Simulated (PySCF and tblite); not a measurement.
Results of a calculation; reference values are marked as such.
System: C₅H₈Sn, numbered as in [SnH3:1][CH:2]1[CH:3]=[CH:4][CH:5]=[CH:6]1.

For the shift of Sn1 from C2 to C6: electronic barrier 6.41 kcal/mol, zero-point change -1.28 kcal/mol, thermal and entropy terms at 250 K a further 0.38 kcal/mol (symmetry numbers apart). The minimum is Cs, the saddle Cs. The path came from a restrained scan, a climbing-image band and a saddle search at GFN2-xTB; energies are PBE0/pcSseg-1 (def2-TZVP on Sn) + D3(BJ)//PBE0-D3(BJ)/def2-SVP, thermal terms GFN2-xTB. Rate constants are transition-state-theory values, counting equivalent paths, without tunnelling. Run with tblite and PySCF.

Problem. How many equivalent paths lead out of the minimum?

Solution. 2: the symmetry number of the minimum is 1, that of the saddle displaced along its mode 1, and the displaced saddle is chiral while the minimum is not, which doubles the count.

Problem. Work out the rate at 250 K.

Solution. ΔG‡ = 5.51 kcal/mol; k_B T/h = 5.2×10¹² s⁻¹; exp(−ΔG‡/RT) = 1.5×10⁻⁵; times 2 gives k = 1.6×10⁸ s⁻¹. Wigner's tunnelling factor for the 260i cm⁻¹ mode would be 1.09.

Spin–orbit effects of heavy atoms on shieldings are missing.
